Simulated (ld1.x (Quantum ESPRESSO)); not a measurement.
Before and after: TM potential for technetium

* Element: Tc (Z = 43)
* Generator: ld1.x (Quantum ESPRESSO) 7.5
* Type: norm-conserving Troullier–Martins (Kleinman–Bylander form)
* Functional: PBE
* Relativity: fully relativistic
* Frozen core: [Kr]
* Valence charge: 7
* Reference configuration: 4d5 5s2 5p0
* Partial waves: 5p (bound, empty): rc 3.05 bohr; 4d (bound): rc 1.70 bohr; 5s (bound): rc 2.25 bohr
* Local potential: the s channel
* Core correction: Bessel-smoothed model core inside 1.25 bohr

Open shells are filled in proportion to 2j + 1 (rel_dist='average').

Change: wave 4d (bound): rc 1.70 bohr becomes 4d (bound): rc 1.50 bohr.

Cutoffs: the cutoffs (Ry, on a coarse ladder) from which the occupation-weighted sum of valence levels, in a spherical-Bessel basis at the reference potential, stays within 10 and 1 mRy of its value at 400 Ry; they do not see the model core or the augmentation charge, which bear on the density cutoff. Errors are all-electron minus pseudo energies relative to the spin-unpolarised reference configuration.

Question: What does the change do?

Answer: The potential gets harder (45 Ry and 55 Ry → 50 Ry and 60 Ry); the errors of the 7 common tests hardly move; neither file shows a bound ghost. A smaller radius makes the pseudo-wave follow the all-electron one further in, where it bends more sharply, so more plane waves are needed.

```csv
quantity,base,changed
"cutoff, loose",45 Ry,50 Ry
"cutoff, tight",55 Ry,60 Ry
bound ghosts,none,none
"error for 4d5 5s1 5p0, meV [ΔE 8.15 eV]",-5.9,-5.9
"error for 4d5 5s0 5p0, meV [ΔE 23.01 eV]",-41,-41
"error for 4d4 5s0 5p0, meV [ΔE 51.71 eV]",-247,-247
"error for 4d5 5s0 5p1, meV [ΔE 12.73 eV]",-12,-12
"error for 4d5 5s0 5p2, meV [ΔE 7.70 eV]",-11,-11
"error for 4d4 5s2 5p1, meV [ΔE 6.60 eV]",-169,-170
"error for 4d6 5s0 5p0, meV [ΔE 6.17 eV]",-179,-180
s: phases at 3.30 bohr within 0.05 rad from the reference energy up to (Ry; the scan ends near 5),1.4,1.4
p1/2: phases at 3.30 bohr within 0.05 rad from the reference energy up to (Ry; the scan ends near 5),2.5,2.5
p3/2: phases at 3.30 bohr within 0.05 rad from the reference energy up to (Ry; the scan ends near 5),2.3,2.3
d3/2: phases at 3.30 bohr within 0.05 rad from the reference energy up to (Ry; the scan ends near 5),0.6,0.6
d5/2: phases at 3.30 bohr within 0.05 rad from the reference energy up to (Ry; the scan ends near 5),0.6,0.6
```
